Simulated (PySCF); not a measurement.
Species: [Os(H2O)6]3+ (charge +3 and doublet state).
Bonds: Os1–O2, Os1–O5, Os1–O8, Os1–O11, Os1–O14, Os1–O17. Hydrogens: H3, H4 on O2; H6, H7 on O5; H9, H10 on O8; H12, H13 on O11; H15, H16 on O14; H18, H19 on O17.

Method used: PySCF 2.14.0, PBE0-D3(BJ)/def2-SVP geometry optimisation, gas phase, def2 core potentials past Kr.

Task: What internal coordinates does the optimisation give?

Result: 
```csv
bond,length (bohr)
Os1–O2 and 3 like bonds,3.875
"Os1–O8, Os1–O11",4.003
O2–H3,1.845
O2–H4,1.847
O5–H6,1.845
O5–H7,1.847
O8–H9 and 3 like bonds,1.842
O14–H15,1.847
O14–H16,1.845
O17–H18,1.847
O17–H19,1.845
```

Bonds in one row agree within 0.02 bohr and their mean is given. A selection of angles:
```csv
angle,degrees
O2–Os1–O5,176.9
O2–Os1–O8,87.3
O2–Os1–O11,91.7
O2–Os1–O14,90.2
O8–Os1–O11,178.8
O8–Os1–O14,92.7
Os1–O2–H3,128.8
Os1–O2–H4,123.1
H3–O2–H4,107.9
Os1–O5–H6,128.6
Os1–O5–H7,123.4
H6–O5–H7,107.5
Os1–O8–H9,126.2
Os1–O8–H10,126.8
H9–O8–H10,106.7
H12–O11–H13,106.5
Os1–O14–H15,122.8
Os1–O14–H16,129.1
H15–O14–H16,108.1
Os1–O17–H18,123.3
Os1–O17–H19,128.8
H18–O17–H19,107.8
```

Os1 (osmium bonded to 6 O) is octahedral (the three widest angles are 178.8°, 176.9° and 176.6°, the others run from 86.6° to 92.7°). O2 (oxygen bonded to Os and 2 H) is planar (angles 128.8°, 123.1° and 107.9°, sum 359.8°, 0.03 Å off the plane of its three neighbours). The O–Os distances run from 2.050 Å (Os1–O14) to 2.118 Å (Os1–O8), a spread of 0.068 Å.

Whether it is a minimum is left open (no frequencies). ⟨S²⟩ = 0.752 (exact for a doublet: 0.75). The ion is multiply charged and computed without counter-ions or solvent.

Time: 21 min of wall time; peak memory 0.95 GiB. Hardware: one thread of an Arm Neoverse N1, no GPU, shared host with 64 logical CPUs at a one-minute load of 57. This is the geometry optimisation.
